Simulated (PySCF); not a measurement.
Al(Me)(OSiH3)2 (CH9AlO2Si2), SMILES [SiH3][O][Al]([CH3])[O][SiH3].

Coordinates come from a B3LYP-D3(BJ)/def2-SVP optimisation. The isomer is the one that the SMILES or the coordinates give; other isomers of the formula were not compared. The values are those of a single conformer.

Method: B3LYP-D3(BJ)/def2-SVP (PySCF).

Frequencies are harmonic and unscaled.

A small imaginary wavenumber (i) marks a very flat motion, where grid noise or a shallow saddle decides the sign.

### Question
Give all harmonic wavenumbers and intensities. (An estimate is asked for; the answer gives what the named calculation found.)

### Answer

| mode | ν (cm⁻¹) | IR (km/mol) | moving atoms (share of kinetic energy) |
|---|---|---|---|
| 1 | 17i | 0.0 | H 98 % |
| 2 | 16i | 0.0 | H 98 % |
| 3 | 16 | 0.0 | H 98 % |
| 4 | 24 | 0.0 | Si 63 %, H 20 % |
| 5 | 45 | 1.3 | O 57 %, H 18 %, C 13 %, Si 10 % |
| 6 | 68 | 0.5 | O 41 %, H 22 %, C 16 %, Si 13 %, Al 9 % |
| 7 | 84 | 0.0 | O 80 %, H 13 % |
| 8 | 164 | 8.1 | C 31 %, H 27 %, O 25 %, Si 15 % |
| 9 | 248 | 32.5 | Al 54 %, O 27 %, H 17 % |
| 10 | 262 | 38.4 | O 73 %, Al 9 % |
| 11 | 423 | 0.7 | Si 44 %, C 27 %, H 13 %, Al 10 % |
| 12 | 591 | 0.3 | Al 38 %, Si 30 %, H 26 % |
| 13 | 668 | 47.7 | H 74 %, C 18 % |
| 14 | 700 | 52.1 | Al 48 %, C 31 %, H 15 % |
| 15 | 730 | 10.1 | H 71 %, Al 11 %, C 10 % |
| 16 | 741 | 133.3 | H 72 %, O 8 % |
| 17 | 742 | 19.0 | H 83 %, Si 9 % |
| 18 | 744 | 91.7 | H 81 %, Si 8 % |
| 19 | 746 | 128.4 | H 83 %, Si 9 % |
| 20 | 959 | 64.1 | H 96 % |
| 21 | 961 | 14.5 | H 96 % |
| 22 | 962 | 91.4 | H 96 % |
| 23 | 963 | 162.5 | H 96 % |
| 24 | 996 | 736.3 | H 79 %, Si 16 % |
| 25 | 1020 | 269.7 | H 90 %, Si 10 % |
| 26 | 1125 | 376.3 | O 80 %, Si 12 % |
| 27 | 1130 | 524.7 | O 70 %, Al 14 %, H 10 % |
| 28 | 1223 | 43.1 | H 78 %, C 21 % |
| 29 | 1428 | 0.8 | H 96 % |
| 30 | 1431 | 1.5 | H 95 % |
| 31 | 2207 | 113.3 | H 96 % |
| 32 | 2209 | 122.0 | H 96 % |
| 33 | 2212 | 179.1 | H 96 % |
| 34 | 2213 | 240.4 | H 96 % |
| 35 | 2218 | 185.3 | H 99 % |
| 36 | 2221 | 26.2 | H 99 % |
| 37 | 3025 | 2.7 | H 97 % |
| 38 | 3106 | 4.4 | H 91 %, C 9 % |
| 39 | 3129 | 6.0 | H 91 %, C 9 % |
